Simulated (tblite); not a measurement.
Compound: C₂H₈FNSi₃.
SMILES with atom numbers: `[N:1]#[C:2][SiH2:3][SiH2:4][C@H:5]([F:6])[SiH3:7]` (hydrogens: H8, H9 on Si3; H10, H11 on Si4; H12 on C5; H13, H14, H15 on Si7)

A start from a force field or distance geometry was refined with tblite 0.8.0, GFN2-xTB geometry optimisation, gas phase. Values at the start:

```json
{"coordinate": "N1≡C2", "start": "1.158 Å"}
{"coordinate": "C2–Si3", "start": "1.825 Å"}
{"coordinate": "Si3–Si4", "start": "2.235 Å"}
{"coordinate": "Si3–H8", "start": "1.470 Å"}
{"coordinate": "Si3–H9", "start": "1.478 Å"}
{"coordinate": "Si4–C5", "start": "1.869 Å"}
{"coordinate": "Si4–H10", "start": "1.475 Å"}
{"coordinate": "Si4–H11", "start": "1.468 Å"}
{"coordinate": "C5–F6", "start": "1.372 Å"}
{"coordinate": "C5–Si7", "start": "1.868 Å"}
{"coordinate": "C5–H12", "start": "1.121 Å"}
{"coordinate": "Si7–H13", "start": "1.482 Å"}
{"coordinate": "N1–C2–Si3", "start": "178.5°"}
{"coordinate": "C2–Si3–Si4", "start": "110.9°"}
{"coordinate": "Si3–Si4–C5", "start": "110.7°"}
{"coordinate": "Si4–C5–F6", "start": "111.7°"}
{"coordinate": "Si4–C5–Si7", "start": "111.7°"}
{"coordinate": "F6–C5–Si7", "start": "107.8°"}
{"coordinate": "C2–Si3–Si4–C5", "start": "103°"}
{"coordinate": "Si3–Si4–C5–F6", "start": "14°"}
```

Problem. How do these coordinates change at the GFN2-xTB level?

Solution. 
```json
{"coordinate": "Si3–Si4", "GFN2-xTB (Å or °)": "2.317", "change": "+0.082"}
{"coordinate": "Si4–C5", "GFN2-xTB (Å or °)": "1.922", "change": "+0.053"}
{"coordinate": "C5–Si7", "GFN2-xTB (Å or °)": "1.920", "change": "+0.052"}
{"coordinate": "C2–Si3", "GFN2-xTB (Å or °)": "1.870", "change": "+0.045"}
{"coordinate": "C5–F6", "GFN2-xTB (Å or °)": "1.408", "change": "+0.036"}
{"coordinate": "C5–H12", "GFN2-xTB (Å or °)": "1.095", "change": "-0.026"}
{"coordinate": "Si7–H13", "GFN2-xTB (Å or °)": "1.462", "change": "-0.020"}
{"coordinate": "N1≡C2", "GFN2-xTB (Å or °)": "1.146", "change": "-0.012"}
{"coordinate": "Si3–H9", "GFN2-xTB (Å or °)": "1.469", "change": "-0.009"}
{"coordinate": "Si4–H10", "GFN2-xTB (Å or °)": "1.470", "change": "-0.005"}
{"coordinate": "Si3–H8", "GFN2-xTB (Å or °)": "1.466", "change": "-0.004"}
{"coordinate": "Si4–H11", "GFN2-xTB (Å or °)": "1.468", "change": "0.000"}
{"coordinate": "Si4–C5–Si7", "GFN2-xTB (Å or °)": "118.0", "change": "+6.3"}
{"coordinate": "Si4–C5–F6", "GFN2-xTB (Å or °)": "106.5", "change": "-5.2"}
{"coordinate": "C2–Si3–Si4", "GFN2-xTB (Å or °)": "107.4", "change": "-3.5"}
{"coordinate": "Si3–Si4–C5", "GFN2-xTB (Å or °)": "108.5", "change": "-2.2"}
{"coordinate": "N1–C2–Si3", "GFN2-xTB (Å or °)": "177.9", "change": "-0.6"}
{"coordinate": "F6–C5–Si7", "GFN2-xTB (Å or °)": "107.6", "change": "-0.2"}
{"coordinate": "Si3–Si4–C5–F6", "GFN2-xTB (Å or °)": "54", "change": "+40"}
{"coordinate": "C2–Si3–Si4–C5", "GFN2-xTB (Å or °)": "90", "change": "-13"}
```

The energy falls by 40.7 kJ/mol over 132 L-BFGS steps, the largest force on an atom goes from 2.21 to 0.009 eV/Å, and the atoms move by 0.667 Å rms after alignment. The bond that changes most is Si3–Si4 (both ends SiH2 silicon), which lengthens by 0.082 Å. Bonds longer at the end by more than 0.005 Å: 5 of 14; shorter: 6. Among the dihedrals that turn most is H11–Si4–C5–F6, from 137° to 179°. Rotational constants go from 2103, 784.1, 696.5 to 1763, 913.6, 723.0 MHz.

Hardware: one thread, AMD EPYC (x86_64), no GPU, shared host with 64 logical CPUs at a one-minute load of 51. Cost: 4.6 s wall, 3.5 s CPU.

Its GFN2-xTB frequencies are all real (lowest 17 cm⁻¹). The numbers are those of one conformer.

All values are computed, not measured.
